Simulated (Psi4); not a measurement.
Intermolecular potential of H3N ··· HF (SMILES N and F). Monomers: optimised at B3LYP-D3(BJ) (def2-TZVP), held rigid. Orientation: lowest of the rigid-body minima from ten starts at GFN2-xTB. The monomers approach along the line of their centres of mass (distance R); nothing else relaxes.

Method: SAPT0/jun-cc-pVDZ, frozen core in Psi4.

Components in kcal/mol:

```json
[
 {"R / Å": "2.39", "electrostatics": "-34.98", "exchange": "49.09", "induction": "-19.06", "dispersion": "-5.08", "total": "-10.03"},
 {"R / Å": "2.57", "electrostatics": "-25.66", "exchange": "27.40", "induction": "-11.26", "dispersion": "-3.27", "total": "-12.80"},
 {"R / Å": "2.79", "electrostatics": "-17.96", "exchange": "13.36", "induction": "-6.03", "dispersion": "-1.94", "total": "-12.58"},
 {"R / Å": "2.98", "electrostatics": "-13.57", "exchange": "7.16", "induction": "-3.58", "dispersion": "-1.26", "total": "-11.25"},
 {"R / Å": "3.25", "electrostatics": "-9.48", "exchange": "2.93", "induction": "-1.77", "dispersion": "-0.70", "total": "-9.03"},
 {"R / Å": "3.61", "electrostatics": "-6.20", "exchange": "0.88", "induction": "-0.73", "dispersion": "-0.34", "total": "-6.40"},
 {"R / Å": "4.09", "electrostatics": "-3.80", "exchange": "0.17", "induction": "-0.25", "dispersion": "-0.14", "total": "-4.01"},
 {"R / Å": "4.78", "electrostatics": "-2.11", "exchange": "0.02", "induction": "-0.07", "dispersion": "-0.04", "total": "-2.21"},
 {"R / Å": "5.78", "electrostatics": "-1.06", "exchange": "0.00", "induction": "-0.02", "dispersion": "-0.01", "total": "-1.09"},
 {"R / Å": "7.04", "electrostatics": "-0.53", "exchange": "0.00", "induction": "0.00", "dispersion": "0.00", "total": "-0.53"}
]
```
